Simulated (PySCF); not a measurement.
**Computed data sheet: `C#C[C@]1(C)C[SiH2]1`**

C₅H₈Si.
SMILES with atom numbers: `[CH:1]#[C:2][C@:3]1([CH3:4])[CH2:5][SiH2:6]1` (hydrogens: H7 on C1; H8, H9, H10 on C4; H11, H12 on C5; H13, H14 on Si6)

Among its groups: alkyne, Si–H bond and C–Si bond.

**PBE0-D3(BJ)/def2-SVP geometry optimisation, gas phase (PySCF)**

```yaml
Point_group: C1
Rotational_constants_A_B_C: 4.160, 2.322, 1.872 GHz
```

**CAM-B3LYP/def2-SVPD ground state and vertical TDDFT (core frozen in the response) (PySCF)**

```yaml
Dipole_moment: 1.10 D
HOMO_energy: -7.74 eV
LUMO_energy: 0.80 eV
HOMO–LUMO_gap: 8.54 eV
Lowest_singlet_excitation: 5.65 eV (219 nm, f = 0.102)
Strongest_line_among_the_6_lowest_singlet_transitions: S1 at 5.65 eV (219 nm, f = 0.102)
Static_isotropic_polarisability: 86.9 au
Electronic_spatial_extent_⟨r²⟩_about_the_centre_of_nuclear_charge: 742 bohr²
```

Monoisotopic mass from the formula: 96.0395 u.

No computed singlet falls in the visible range (750 to 380 nm, 1.65 to 3.26 eV); S1 lies 2.39 eV above its blue end. The rotational constants make it an asymmetric top with κ = (2B − A − C)/(A − C) = -0.61, nearer the prolate limit (−1). S1 lies 2.89 eV below the HOMO–LUMO gap; its leading configuration is HOMO→LUMO, weight 0.66. With B = h/(8π²I), that is 505.379 GHz u Å² over I, the principal moments of inertia are 121.5, 217.7 and 270.0 u Å² (most abundant isotopes). The principal polarisabilities are 70.9, 83.0 and 107.0 au; their mean is the isotropic value. The largest Löwdin shares of the HOMO are 0.21 on C3, 0.20 on C1, 0.19 on Si6 and 0.16 on C2.

